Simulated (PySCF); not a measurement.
Computed with PySCF 2.14.0 with TPSSh-D3(BJ)/def2-TZVP // CAM-B3LYP-D3(BJ)/def2-TZVP. Gas-phase values, no solvent. Delta-SCF ions had no search for a lower state. 

Reference species (SMILES): `B` (neutral, multiplicity 1).

```json
{
  "LUMO": "-2.30 eV",
  "vertical ionisation energy (Delta-SCF)": "13.00 eV",
  "HOMO–LUMO gap": "6.98 eV",
  "HOMO": "-9.29 eV"
}
```

After one change: the LUMO goes up by 0.15 eV; the vertical ionisation energy (Delta-SCF) falls by 1.54 eV; the HOMO–LUMO gap falls by 0.58 eV; the HOMO rises by 0.74 eV.

Q: Which change was made? The new species is one of these.
(A) `ClB(Cl)Cl`
(B) `ClBCl`
(C) `BCl`

A: B, `ClBCl`
